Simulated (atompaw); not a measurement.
## Cutoff test, molybdenum (Mo), PAW (atompaw)

molybdenum, PAW, made with atompaw 4.2.0.5 (PBE, scalar-relativistic). Core [Ar] 3d10 4s2, reference 4p6 4d4.5 5s0 5p0 (charge +1.5). Waves: 5s (bound, empty): rc 2.95 bohr; 5s channel at 0.75 Ry: rc 2.95 bohr; 4p (bound): rc 2.05 bohr; 5p (bound, empty): rc 1.75 bohr; 4d (bound): rc 2.05 bohr; 4d channel at -0.55 Ry: rc 2.05 bohr. Local part: vpsmatchnc scheme with l = 3 at 0.5 Ry, radius 2.40 bohr. Core correction: smooth core density matched at 1.95 bohr. Augmentation charge: sinc compensation charge, radius 2.30 bohr; PAW radius 2.95 bohr; waves and projectors: custom rrkj gramschmidtortho.

The pseudo-atom Hamiltonian at the reference potential is diagonalised in spherical Bessel functions j_l(qr) that vanish at 20 bohr, with q² up to the cutoff. All-electron valence levels (Ry): 5s -1.0002, 4p -3.7305, 5p -0.6710, 4d -1.1306.

Question: How do the lowest levels (Ry) of each channel move with the cutoff, and are there ghosts?

Answer:

```
cutoff (Ry)       s #1     s #2     s #3     p #1     p #2     p #3     d #1     d #2     f #1  Σ f·Δε (mRy)
          8   -19.0422  -1.0001  -0.3469  -3.4977  -0.5945  -0.2311  -0.7794  -0.2573  -0.1652        2977.3
         12   -54.7846  -1.0002  -0.3470  -3.6876  -0.6260  -0.2399  -0.9986  -0.2883  -0.1656         851.2
         18   -94.6166  -1.0002  -0.3470  -3.7287  -0.6462  -0.2457  -1.1181  -0.3024  -0.1658          67.3
         30  -101.6637  -1.0002  -0.3470  -3.7303  -0.6674  -0.2522  -1.1302  -0.3041  -0.1660           3.0
         40  -102.8610  -1.0002  -0.3470  -3.7304  -0.6707  -0.2532  -1.1305  -0.3041  -0.1661           0.7
         50  -102.9201  -1.0002  -0.3470  -3.7305  -0.6709  -0.2533  -1.1305  -0.3041  -0.1661           0.4
        400  -102.9418  -1.0002  -0.3470  -3.7305  -0.6710  -0.2533  -1.1306  -0.3041  -0.1661           0.0
```

Result: ghost state, extra bound levels that the all-electron valence spectrum of the same l lacks: s at -1400.6 eV (a true bound ghost makes a file unfit for plane-wave use); 10 mRy is reached at 25 Ry and 1 mRy at 40 Ry.
